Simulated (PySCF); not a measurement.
CH₅AsGa, doublet, at a GFN2-xTB geometry (such geometries of metal compounds can be far from the true shape) (the spin is typed, not shown lowest). Base run: HF/3-21G in PySCF.

PySCF was given this input:
```python
from pyscf import gto, scf

mol = gto.M(
    atom='''
Ga   -0.72418449    0.90851328   -0.00482251
C    -0.41097577    1.78893551   -1.94346042
H    -1.06187487    2.63705313   -2.17295222
H    -0.56804506    1.02852179   -2.71721256
H     0.62662385    2.13235479   -2.02592682
As    0.79571998   -1.25018914    0.54381712
H     0.01895386   -1.76412454   -0.65073004
H    -0.35884357   -1.67508798    1.43111729
''',
    basis='3-21g',
    spin=1,
    verbose=4,
)

mf = scf.UHF(mol)
mf.kernel()
mo_i, mo_e, stable_i, stable_e = mf.stability(internal=True, external=True, return_status=True, nroots=6, tol=1e-6)
print('internally stable:', stable_i, ' externally stable:', stable_e)
if not stable_i:
    umf = mf.copy()
    umf.scf_summary = {}
    umf.kernel(umf.make_rdm1(mo_i, mf.mo_occ))
mf.analyze()
```

The bond that is stretched is that between atoms 7 and 6. A test that says stable can miss a lower solution.

Each row names what was changed in the base input (with any setting that the change needs).

```csv
change,ΔE vs base (mEh),<S^2>,E after following the instability (Eh),<S^2> there,stability test says
base,0.000,0.773,-,-,stable
bond × 1.25,23.358,0.779,-,-,stable
bond × 1.5,68.028,0.771,-4177.72192,1.25,internal instability
bond × 1.8,119.9,0.771,-4177.70652,1.59,internal instability
bond × 2.2,116.7,0.756,-4177.69732,1.73,internal instability
bond × 3.0,115.6,0.750,-4177.69984,1.74,internal instability
```

On stretching, the SCF can end on different states; <S^2> shows the spin contamination of each.
